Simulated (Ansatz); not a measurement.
Reaction (ligand exchange at a Zn–O bond): `C[O][ZnH]` + `O[SiH2]F` → `F[SiH2][O][ZnH]` + CH₃OH

Computed with Ansatz on PBE0-D4/def2-TZVP structures; ΔE is electronic, products minus reactants. CCSD(T)/CBS is the MP2 limit (def2-TZVPP, def2-QZVPP) plus CCSD(T) − MP2 in def2-TZVPP, frozen cores. This one scheme is used for every species. Functionals use def2-TZVPP. HSE06 is defined as in plane-wave codes. For Zn outer-core shells are correlated without core-valence functions, which leaves a few kJ/mol of doubt a bond. Scalar relativity is left out up to krypton. One conformer a species, not always the lowest.

```json
{"level": "LDA (SPW92)", "ΔE (kJ/mol)": "-32.2", "difference from CCSD(T)/CBS": "12.0"}
{"level": "PBE-D4", "ΔE (kJ/mol)": "-34.9", "difference from CCSD(T)/CBS": "9.3"}
{"level": "HSE06-D4", "ΔE (kJ/mol)": "-41.0", "difference from CCSD(T)/CBS": "3.2"}
{"level": "BHLYP-D4", "ΔE (kJ/mol)": "-46.9", "difference from CCSD(T)/CBS": "-2.7"}
{"level": "PBE-QIDH", "ΔE (kJ/mol)": "-44.0", "difference from CCSD(T)/CBS": "0.2"}
{"level": "PBE", "ΔE (kJ/mol)": "-34.3", "difference from CCSD(T)/CBS": "9.9"}
{"level": "r2SCANh", "ΔE (kJ/mol)": "-40.5", "difference from CCSD(T)/CBS": "3.7"}
{"level": "r2SCAN0", "ΔE (kJ/mol)": "-42.9", "difference from CCSD(T)/CBS": "1.3"}
{"level": "HSE06", "ΔE (kJ/mol)": "-40.3", "difference from CCSD(T)/CBS": "3.9"}
{"level": "HF/def2-SVP", "ΔE (kJ/mol)": "-58.4", "difference from CCSD(T)/CBS": "-14.2"}
{"level": "CCSD/def2-SVP", "ΔE (kJ/mol)": "-52.9", "difference from CCSD(T)/CBS": "-8.7"}
{"level": "MP2/def2-TZVPP", "ΔE (kJ/mol)": "-43.3", "difference from CCSD(T)/CBS": "0.9"}
{"level": "SCS-MP2/def2-TZVPP", "ΔE (kJ/mol)": "-45.0", "difference from CCSD(T)/CBS": "-0.8"}
{"level": "CCSD/def2-TZVPP", "ΔE (kJ/mol)": "-46.2", "difference from CCSD(T)/CBS": "-2.0"}
{"level": "HF/def2-QZVPP", "ΔE (kJ/mol)": "-53.1", "difference from CCSD(T)/CBS": "-8.9"}
{"level": "HF/CBS(def2)", "ΔE (kJ/mol)": "-53.2", "difference from CCSD(T)/CBS": "-9.0"}
{"level": "CCSD(T)/CBS", "ΔE (kJ/mol)": "-44.2", "difference from CCSD(T)/CBS": "0"}
```

Largest T1 diagnostic among the species: 0.017.

In def2-TZVPP, CCSD(T) changes the Hartree–Fock value by +7.9 kJ/mol (the triples alone add +1.6 kJ/mol) and MP2 by +9.2 kJ/mol. From BLYP to BHLYP (50 % exact exchange), in def2-TZVPP and without D4, ΔE moves by −10.8 kJ/mol. At CCSD(T), def2-SVP lies −7.6 kJ/mol from the extrapolated value and def2-TZVPP −0.4 kJ/mol.
